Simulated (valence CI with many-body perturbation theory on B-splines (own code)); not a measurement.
Level structure of Cd⁴²⁺

Computed by valence CI with perturbative core correlation (CI+MBPT): four valence electrons over a frozen Dirac-Fock core [He], radial functions for each j: 11 s, 11 p, 9 d, 7 f, 5 g, 2 h, 1 i, with the one-electron correlation potential Σ1 (screened to all orders), the two-electron term Σ2, the three-electron term Σ3, Breit, model QED; selected single and double excitations, second order for the rest (own B-spline code, finite nucleus).

No measured spectrum was set against this ion. As an estimate, large intervals hold to a few tenths of a per cent, small ones and those within an open d or f shell to about a per cent. Among the levels kept, up to 260 cm⁻¹ of a level comes from second order outside the variational space, and about a tenth of that is noise between levels of different J, which matters for small intervals.

Levels 46 to 90 of 112, with energies above the lowest level, (2s^2 2p1/2^2) J=0. "Leading %" is the weight of the configuration and term that name the level; weights of strongly mixed levels are sums over their largest components and can fall short. In the jj column 3d3/2^4 stands for four electrons in 3d with j = 3/2. Lifetimes count E1, E2, E3, M1 and M2 decay at the calculated energies, and are blank where another channel may lead or the interval is too uncertain; long ones can be off by a factor of two.

```tsv
No.	Configuration	Term	J	E (eV)	Leading %	g	Lifetime	Leading jj
46	2s2p²3d	³D	3	4184.4	30	1.376	4.64 fs	2s 2p1/2^2 3d5/2 (90 %)
47	2s2p²3s	³P	1	4192.2	64	1.570	27.1 fs	2s 2p1/2 2p3/2 3s (85 %)
48	2s²2p3p	³P	2	4197.8	24	1.144	8.96 fs	2s 2p1/2^2 3d5/2 (44 %)
49	2s²2p3p	³P	2	4200.1	22	1.143	9.85 fs	2s 2p1/2^2 3d5/2 (43 %)
50	2s2p²3s	⁵P	3	4205.6	41	1.457	86.8 fs	2s 2p1/2 2p3/2 3s (77 %)
51	2s²2p3p	¹S	0	4216.1	66		178 fs	2s^2 2p3/2 3p3/2 (91 %)
52	2s2p²3s	³P	2	4219.5	37	1.273	28.5 fs	2s 2p1/2 2p3/2 3s (82 %)
53	2s2p²3p	⁵P°	1	4223.0	40	1.903	33.2 fs	2s 2p1/2 2p3/2 3p1/2 (98 %)
54	2s2p²3p	⁵D°	2	4230.3	44	1.363	10.9 fs	2s 2p1/2 2p3/2 3p1/2 (91 %)
55	2s²2p3d	³D°	2	4240.0	36	1.021	5.52 fs	2s^2 2p3/2 3d3/2 (83 %)
56	2s²2p3d	³F°	3	4242.7	39	1.152	3.60 fs	2s^2 2p3/2 3d3/2 (71 %)
57	2s²2p3d	³P°	1	4247.7	61	1.134	3.43 fs	2s^2 2p3/2 3d3/2 (96 %)
58	2s²2p3d	³P°	0	4248.7	97		4.16 fs	2s^2 2p3/2 3d3/2 (97 %)
59	2s2p²3s	³D	1	4249.4	68	0.707	24.5 fs	2s 2p1/2 2p3/2 3s (97 %)
60	2s²2p3d	³F°	4	4250.0	97	1.242	78.2 ps	2s^2 2p3/2 3d5/2 (97 %)
61	2s2p²3s	³P	1	4254.4	57	1.565	34.5 fs	2s 2p1/2 2p3/2 3s (93 %)
62	2s2p²3s	¹D	2	4254.5	35	1.198	44.3 fs	2s 2p1/2 2p3/2 3s (96 %)
63	2s2p²3s	³P	0	4254.8	90		23.2 fs	2s 2p1/2 2p3/2 3s (89 %)
64	2s2p²3p	³D°	3	4255.1	28	1.262	201 fs	2s 2p1/2 2p3/2 3p1/2 (77 %)
65	2s²2p3d	³P°	2	4258.7	50	1.282	4.57 fs	2s^2 2p3/2 3d5/2 (90 %)
66	2s²2p3d	¹F°	3	4270.7	52	1.150	2.32 fs	2s^2 2p3/2 3d5/2 (83 %)
67	2s2p²3p	³P°	2	4272.0	37	1.550	31.2 fs	2s 2p1/2 2p3/2 3p1/2 (96 %)
68	2s²2p3d	¹P°	1	4276.1	65	1.042	3.51 fs	2s^2 2p3/2 3d5/2 (96 %)
69	2s2p²3p	⁵D°	3	4284.9	50	1.512	90.4 fs	2s 2p1/2 2p3/2 3p3/2 (98 %)
70	2s2p²3p	⁵P°	1	4290.3	33	1.587	19.5 fs	2s 2p1/2 2p3/2 3p3/2 (94 %)
71	2s2p²3p	³P°	0	4296.4	38		204 fs	2s 2p1/2 2p3/2 3p1/2 (80 %)
72	2s2p²3p	³F°	2	4296.6	50	0.924	46.1 fs	2s 2p1/2 2p3/2 3p1/2 (93 %)
73	2s2p²3p	³D°	1	4297.5	60	0.889	22.7 fs	2s 2p1/2 2p3/2 3p1/2 (90 %)
74	2s2p²3p	³D°	2	4299.8	50	1.410	14.2 fs	2s 2p1/2 2p3/2 3p3/2 (92 %)
75	2s2p²3p	³P°	0	4310.0	95		7.80 fs	2s 2p1/2 2p3/2 3p3/2 (85 %)
76	2s2p²3p	³F°	4	4312.3	50	1.361	5.01 ps	2s 2p1/2 2p3/2 3p3/2 (96 %)
77	2s2p²3p	³P°	2	4318.8	53	1.402	17.0 fs	2s 2p1/2 2p3/2 3p3/2 (96 %)
78	2s2p²3p	³D°	1	4323.1	35	1.091	33.6 fs	2s 2p1/2 2p3/2 3p1/2 (95 %)
79	2s2p²3p	¹P°	1	4326.3	41	1.233	8.63 fs	2s 2p1/2 2p3/2 3p3/2 (92 %)
80	2s2p²3p	³D°	3	4328.6	47	1.308	16.8 fs	2s 2p1/2 2p3/2 3p3/2 (96 %)
81	2s2p²3d	⁵F	2	4334.9	45	1.195	12.3 fs	2s 2p1/2 2p3/2 3d3/2 (98 %)
82	2s2p²3d	⁵D	1	4335.6	55	1.228	17.3 fs	2s 2p1/2 2p3/2 3d3/2 (98 %)
83	2s2p²3d	⁵D	0	4335.7	86		76.5 fs	2s 2p1/2 2p3/2 3d3/2 (99 %)
84	2s2p²3d	⁵F	3	4340.1	60	1.251	11.0 fs	2s 2p1/2 2p3/2 3d3/2 (84 %)
85	2s2p²3d	⁵F	4	4347.2	55	1.371	155 fs	2s 2p1/2 2p3/2 3d5/2 (95 %)
86	2s2p²3p	³D°	2	4359.0	36	1.301	27.9 fs	2s 2p1/2 2p3/2 3p3/2 (91 %)
87	2s2p²3p	³F°	3	4361.7	42	1.155	26.8 fs	2s 2p1/2 2p3/2 3p3/2 (98 %)
88	2s2p²3d	³F	4	4362.5	38	1.247	1.47 ps	2s 2p1/2 2p3/2 3d3/2 (78 %)
89	2s2p²3d	³F	2	4362.8	28	1.269	6.00 fs	2s 2p1/2 2p3/2 3d5/2 (96 %)
90	2s2p²3d	³F	3	4363.9	41	1.309	4.63 fs	2s 2p1/2 2p3/2 3d5/2 (51 %)
```
